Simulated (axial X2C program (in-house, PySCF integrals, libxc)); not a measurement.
# How long does LiCa⁻ take?

A bond scan computed with an axial X2C code built on PySCF integrals. Basis: Ca dyall-acv3z [12s13p7d5f], Li dyall-av3z [9s9p3d] (cores contracted in-house).

Input file and command:
```json
{"zs": [20, 3], "q": -1, "bas": ["dyall-acv3z", "dyall-av3z"], "levels": ["PBE0", "HF", "r2SCAN"], "cc": true, "r0": 3.04, "thr": -2.0, "nmax": 90, "npts": 10, "nst": 2, "ntry": 6}
```
```bash
python so2c.py task.json out
```

Keys: zs atomic numbers; q charge; bas basis sets; levels methods; cc coupled cluster on or off; r0 starting distance in Å; thr threshold in hartree for freezing inner shells (an s shell follows its p shell); nmax most natural virtual spinors; npts points on the curve; nst determinants followed; ntry starts of the search. HF also brings MP2.

Hardware: 1 thread of Arm Neoverse V1 (shared host).

Wall time of one point of each curve, integrals apart:

```csv
Hamiltonian,level,points,seconds a point
spin-free,PBE0,10,0.36
spin-free,HF,10,0.14
spin-free,"CCSD(T) (12 electrons, 90 virtuals)",7,4.6
spin-free,r2SCAN,10,0.67
2c,PBE0,10,0.44
2c,HF,10,0.24
2c,"CCSD(T) (12 electrons, 90 virtuals)",7,4.7
2c,r2SCAN,10,0.72
```

The rest:

Search with its distance optimisation 22 s, atoms 28 s, whole task 150 s. Coupled cluster runs on the points near the minimum only. The program drops outer points, and coupled cluster, when its time limit (not in the input) nears; MP2, further determinants and curves that did not converge are not in the table.
